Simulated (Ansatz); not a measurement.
Geometry optimisation, RKS PBE0-D4/def2-SVP in Ansatz 0.2.0.

input.yaml

```yaml
crystal:
  periodic: [false, false, false]
  atoms:
    - { symbol: F, position_ang: [-1.13784, 1.51669, -1.55926] }
    - { symbol: Si, position_ang: [-0.08553, 0.89073, -0.53018] }
    - { symbol: S, position_ang: [-1.11486, -0.79513, 0.33485] }
    - { symbol: S, position_ang: [0.36956, -1.41381, 1.62847] }
    - { symbol: H, position_ang: [1.03962, 0.41262, -1.306] }
    - { symbol: H, position_ang: [0.1683, 1.8796, 0.49424] }
    - { symbol: H, position_ang: [0.76075, -2.4907, 0.93788] }
basis:
  gaussian: { orbitals: def2-SVP }
hamiltonian:
  xc: pbe0
  dispersion: d4
relax:
  f_tol: 0.015
  max_steps: 40
```

Launched with:

```bash
$ ansatz run input.yaml --threads 1 --pin off --max-ram 2048MiB --backend cpu --events-out ev --progress --plain --runs-dir out
```

Q: Where does it end, and by what steps?

A: The forces met the threshold. After 5 steps the energy has fallen by 0.124 eV; H7 moved furthest, 0.37 Å.

```
step  energy less start (eV)  largest force component (eV/Å)  accepted
   0                  0.0000                           0.872       yes
   1                 -0.0962                           0.260       yes
   2                 -0.1186                           0.148       yes
   3                 -0.1218                           0.116       yes
   4                 -0.1226                           0.051       yes
   5                 -0.1235                           0.013       yes
```

```xyz
7
Properties=species:S:1:pos:R:3
F -1.075 1.540 -1.585
Si -0.141 0.788 -0.491
S -1.301 -0.806 0.365
S 0.326 -1.310 1.591
H 1.041 0.224 -1.193
H 0.240 1.766 0.559
H 0.909 -2.202 0.753
```

Whether the end is a true minimum wasn't checked by a vibrational analysis.

The run took 46 s on 1 thread of Intel(R) Xeon(R) Processor @ 2.50GHz (Skylake/Cascade Lake), on a shared host, peak memory 0.18 GiB.
